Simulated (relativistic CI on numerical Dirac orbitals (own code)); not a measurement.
**Slater and spin-orbit integrals, Ta50+**

Calculated at this level of theory: Dirac-Coulomb-Breit CI, KLI orbitals optimised for each configuration, QED by a radiative potential, unscaled Slater integrals (own radial code, finite nucleus).

Slater integrals F^k, G^k are unscaled and averaged over j, outside the closed core [Ne]; ζ comes from projecting the Hamiltonian with its Breit term on Σ l·s of the shell.

- 3s2.3p6.3d5: F^2(3d,3d) = 591860, F^4(3d,3d) = 382360, ζ(3d) = 216720 cm⁻¹; <r>(3d) = 0.1727, <r^2>(3d) = 0.03455 (bohr units).
- 3s2.3p5.3d6: ζ(3p) = 1.6324e+06, F^2(3d,3d) = 591010, F^4(3d,3d) = 381780, F^2(3p,3d) = 511540, G^1(3p,3d) = 543670, G^3(3p,3d) = 363170, ζ(3d) = 214990 cm⁻¹; <r>(3p) = 0.193, <r^2>(3p) = 0.04318, <r>(3d) = 0.1729, <r^2>(3d) = 0.03464 (bohr units).
- 3s2.3p4.3d7: F^2(3p,3p) = 507050, ζ(3p) = 1.6314e+06, F^2(3d,3d) = 590140, F^4(3d,3d) = 381190, F^2(3p,3d) = 511140, G^1(3p,3d) = 543690, G^3(3p,3d) = 363060, ζ(3d) = 213270 cm⁻¹; <r>(3p) = 0.1932, <r^2>(3p) = 0.04325, <r>(3d) = 0.1731, <r^2>(3d) = 0.03473 (bohr units).

(1) Give the Racah parameters of the d shell in 3s2.3p6.3d5.

Averages of the first 10 configurations, taken without configuration mixing, which lowers the lowest level and can move excited configurations by several eV; other configurations of the list can lie among them:

```tsv
Configuration	Parity	States	Average energy above the lowest level (eV)
3s2.3p6.3d5	even	252	144.2
3s2.3p5.3d6	odd	1260	609.9
3s2.3p4.3d7	even	1800	1083.9
3s.3p6.3d6	even	420	1037.9
3p6.3d7	even	120	1942.8
3s.3p5.3d7	odd	1440	1502.2
3s2.3p6.3d4.4s	even	420	1939.3
3s2.3p6.3d4.4p	odd	1260	2101.6
3s2.3p4.3d6.4s	even	6300	2859.1
3s2.3p5.3d5.4s	odd	3024	2395.0
```

Results:

(1) B = F²/49 − 5F⁴/441 = 7744 cm⁻¹ and C = 35F⁴/441 = 30346 cm⁻¹.
